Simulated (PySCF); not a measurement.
Z-matrix (Å, degrees):
```
N
C 1 1.4305
H 2 1.1088 1 111.34
H 2 1.1214 3 108.21 1 -123.51
H 2 1.1215 3 108.18 4 -113.06
C 1 1.4305 2 112.39 3 -179.87
H 6 1.1088 1 111.34 2 179.73
H 6 1.1214 7 108.22 1 123.54
H 6 1.1215 7 108.17 8 113.06
```
Charge 0, spin multiplicity 2.

### Question
Estimate the highest occupied spin orbital, total energy and dipole moment that PySCF with TPSSh-D3(BJ)/def2-TZVP // PBE-D3(BJ)/def2-SVP returns for this input.

### Answer

| Quantity | Result |
|---|---|
| highest occupied spin orbital | -6.41 eV |
| total energy | -3661.93 eV |
| dipole moment | 1.70 D |
